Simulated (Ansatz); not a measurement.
`CC[SiH2]N` → `CN(C)[SiH3]`  (isomerisation)

Program: Ansatz. Geometries: PBE0-D4/def2-TZVP. ΔE: electronic, gas phase. CCSD(T)/CBS is the MP2 limit (def2-TZVPP, def2-QZVPP) plus CCSD(T) − MP2 in def2-TZVPP, frozen cores. Functionals use def2-TZVPP. One conformer a species, not always the lowest.

```
             level  ΔE (eV)
        r2SCAN0-D4     1.07
            revPBE     1.04
           r2SCAN0     1.07
CCSD(T)/def2-TZVPP     1.02
```

(1) What does CCSD(T)/CBS give? (An estimate is asked.)

(2) What do rigid-rotor, harmonic-oscillator terms from PBE0-D4/def2-TZVP frequencies (298.15 K, 1 bar) make of the CCSD(T)/CBS value? (Best estimate.)

Largest T1 diagnostic among the species: 0.010.

Answers

(1) Computed: +1.07 eV. The listed levels differ from it by 0.00, -0.03, 0.00, -0.05 eV.

(2) Ansatz gave: ΔZPE = -0.03 eV, ΔH = +1.02 eV, ΔS = -9 J/(mol·K), ΔG = +1.05 eV.

In def2-TZVPP, CCSD(T) changes the Hartree–Fock value by +0.04 eV (the triples alone add −0.01 eV) and MP2 by +0.08 eV. At CCSD(T), def2-SVP lies −0.30 eV from the extrapolated value and def2-TZVPP −0.05 eV.
